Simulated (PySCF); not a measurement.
Bi(Br)(TeH)2 (BiBrH2Te2), SMILES [Br][Bi]([TeH])[TeH].

Geometry optimised at B3LYP-D3(BJ)/def2-SVP. The structure was generated by enumeration; whether it is a known compound was not checked. The def2 effective core potentials stand for the cores of Bi, Te; spin–orbit coupling is left out.

Method: TDDFT-PBE/def2-SVPD run with PySCF 2.14.0.

Vertical excitations. 

Computed UV-visible absorptions:
| state | energy (eV) | λ (nm) | f | main pairs |
|---|---|---|---|---|
| S1 | 2.48 | 500 | 0.006 | HOMO→LUMO 96 % |
| S2 | 2.68 | 462 | 0.001 | HOMO−1→LUMO 44 %, HOMO−1→LUMO+1 32 %, HOMO→LUMO+1 22 % |
| S3 | 2.81 | 442 | 0.004 | HOMO→LUMO+1 72 %, HOMO−1→LUMO+1 22 % |
| S4 | 2.85 | 435 | 0.013 | HOMO−1→LUMO+1 39 %, HOMO−1→LUMO 35 %, HOMO→LUMO+2 19 % |
| S5 | 3.09 | 401 | 0.021 | HOMO→LUMO+2 62 %, HOMO−1→LUMO+2 18 %, HOMO−1→LUMO 10 % |
| S6 | 3.23 | 384 | 0.010 | HOMO−1→LUMO+2 79 %, HOMO→LUMO+2 12 % |
| S7 | 3.52 | 352 | 0.011 | HOMO−2→LUMO 89 % |
| S8 | 3.66 | 339 | 0.006 | HOMO−3→LUMO 60 %, HOMO−2→LUMO+1 21 %, HOMO−3→LUMO+1 11 % |
| S9 | 3.73 | 332 | 0.012 | HOMO−2→LUMO+1 50 %, HOMO−3→LUMO 29 %, HOMO−3→LUMO+1 16 % |
| S10 | 3.94 | 314 | 0.020 | HOMO−3→LUMO+1 65 %, HOMO−2→LUMO+1 17 % |
| T1 | 2.29 | 541 | 0 | HOMO→LUMO 94 % |
| T2 | 2.35 | 527 | 0 | HOMO−1→LUMO 96 % |
| T3 | 2.45 | 505 | 0 | HOMO→LUMO+1 92 % |
| T4 | 2.70 | 459 | 0 | HOMO−1→LUMO+1 93 % |
Triplets are in the Tamm–Dancoff approximation, which puts them higher than full response would, so one can lie above its singlet here.
